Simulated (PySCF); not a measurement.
Si(F)2(Et)(NH2) (C2H7F2NSi), SMILES C(C)[Si](F)(F)N.

Coordinates come from a PBE-D3(BJ)/def2-SVP optimisation. The values are those of a single conformer.

Level of theory: PBE-D3(BJ)/def2-SVP (PySCF).

Frequencies are harmonic and unscaled.

Problem. Estimate the vibrational spectrum. (The exact figures need the calculation; the answer reports its results.)

Solution. 
```json
[
 {"mode": "1", "ν (cm⁻¹)": "58", "IR (km/mol)": "1.0", "moving atoms (share of kinetic energy)": "H 36 %, C 36 %, F 18 %, N 8 %"},
 {"mode": "2", "ν (cm⁻¹)": "129", "IR (km/mol)": "1.2", "moving atoms (share of kinetic energy)": "F 41 %, C 24 %, H 21 %, N 10 %"},
 {"mode": "3", "ν (cm⁻¹)": "150", "IR (km/mol)": "10.5", "moving atoms (share of kinetic energy)": "H 65 %, F 18 %, C 10 %"},
 {"mode": "4", "ν (cm⁻¹)": "175", "IR (km/mol)": "4.3", "moving atoms (share of kinetic energy)": "H 68 %, N 12 %, F 10 %"},
 {"mode": "5", "ν (cm⁻¹)": "236", "IR (km/mol)": "9.6", "moving atoms (share of kinetic energy)": "H 46 %, F 28 %, N 13 %, C 12 %"},
 {"mode": "6", "ν (cm⁻¹)": "287", "IR (km/mol)": "8.7", "moving atoms (share of kinetic energy)": "H 46 %, F 26 %, C 19 %"},
 {"mode": "7", "ν (cm⁻¹)": "297", "IR (km/mol)": "18.1", "moving atoms (share of kinetic energy)": "F 39 %, H 26 %, Si 15 %, C 12 %"},
 {"mode": "8", "ν (cm⁻¹)": "331", "IR (km/mol)": "31.0", "moving atoms (share of kinetic energy)": "F 41 %, H 26 %, N 16 %, Si 13 %"},
 {"mode": "9", "ν (cm⁻¹)": "369", "IR (km/mol)": "45.6", "moving atoms (share of kinetic energy)": "H 47 %, F 19 %, C 15 %, Si 14 %"},
 {"mode": "10", "ν (cm⁻¹)": "392", "IR (km/mol)": "124.2", "moving atoms (share of kinetic energy)": "N 32 %, H 29 %, F 18 %, Si 12 %, C 8 %"},
 {"mode": "11", "ν (cm⁻¹)": "631", "IR (km/mol)": "3.6", "moving atoms (share of kinetic energy)": "C 40 %, H 30 %, F 16 %"},
 {"mode": "12", "ν (cm⁻¹)": "667", "IR (km/mol)": "15.9", "moving atoms (share of kinetic energy)": "H 66 %, C 21 %, N 9 %"},
 {"mode": "13", "ν (cm⁻¹)": "755", "IR (km/mol)": "1.9", "moving atoms (share of kinetic energy)": "H 56 %, F 24 %, N 15 %"},
 {"mode": "14", "ν (cm⁻¹)": "843", "IR (km/mol)": "179.9", "moving atoms (share of kinetic energy)": "Si 39 %, F 24 %, H 20 %, N 13 %"},
 {"mode": "15", "ν (cm⁻¹)": "896", "IR (km/mol)": "83.6", "moving atoms (share of kinetic energy)": "H 42 %, Si 25 %, F 22 %, N 8 %"},
 {"mode": "16", "ν (cm⁻¹)": "908", "IR (km/mol)": "139.8", "moving atoms (share of kinetic energy)": "Si 39 %, F 24 %, H 20 %, N 14 %"},
 {"mode": "17", "ν (cm⁻¹)": "956", "IR (km/mol)": "27.4", "moving atoms (share of kinetic energy)": "H 68 %, C 16 %, Si 11 %"},
 {"mode": "18", "ν (cm⁻¹)": "963", "IR (km/mol)": "84.5", "moving atoms (share of kinetic energy)": "H 53 %, Si 24 %, C 11 %"},
 {"mode": "19", "ν (cm⁻¹)": "1028", "IR (km/mol)": "18.5", "moving atoms (share of kinetic energy)": "C 70 %, H 29 %"},
 {"mode": "20", "ν (cm⁻¹)": "1204", "IR (km/mol)": "4.0", "moving atoms (share of kinetic energy)": "H 79 %, C 21 %"},
 {"mode": "21", "ν (cm⁻¹)": "1227", "IR (km/mol)": "11.6", "moving atoms (share of kinetic energy)": "H 56 %, C 42 %"},
 {"mode": "22", "ν (cm⁻¹)": "1346", "IR (km/mol)": "0.7", "moving atoms (share of kinetic energy)": "H 82 %, C 18 %"},
 {"mode": "23", "ν (cm⁻¹)": "1377", "IR (km/mol)": "7.5", "moving atoms (share of kinetic energy)": "H 91 %, C 9 %"},
 {"mode": "24", "ν (cm⁻¹)": "1423", "IR (km/mol)": "6.6", "moving atoms (share of kinetic energy)": "H 97 %"},
 {"mode": "25", "ν (cm⁻¹)": "1431", "IR (km/mol)": "6.6", "moving atoms (share of kinetic energy)": "H 96 %"},
 {"mode": "26", "ν (cm⁻¹)": "1486", "IR (km/mol)": "59.9", "moving atoms (share of kinetic energy)": "H 89 %, N 11 %"},
 {"mode": "27", "ν (cm⁻¹)": "2972", "IR (km/mol)": "6.9", "moving atoms (share of kinetic energy)": "H 94 %"},
 {"mode": "28", "ν (cm⁻¹)": "2973", "IR (km/mol)": "30.6", "moving atoms (share of kinetic energy)": "H 97 %"},
 {"mode": "29", "ν (cm⁻¹)": "3023", "IR (km/mol)": "3.0", "moving atoms (share of kinetic energy)": "H 91 %, C 9 %"},
 {"mode": "30", "ν (cm⁻¹)": "3060", "IR (km/mol)": "17.2", "moving atoms (share of kinetic energy)": "H 90 %, C 10 %"},
 {"mode": "31", "ν (cm⁻¹)": "3065", "IR (km/mol)": "15.4", "moving atoms (share of kinetic energy)": "H 91 %, C 9 %"},
 {"mode": "32", "ν (cm⁻¹)": "3502", "IR (km/mol)": "31.4", "moving atoms (share of kinetic energy)": "H 96 %"},
 {"mode": "33", "ν (cm⁻¹)": "3599", "IR (km/mol)": "33.4", "moving atoms (share of kinetic energy)": "H 91 %, N 9 %"}
]
```
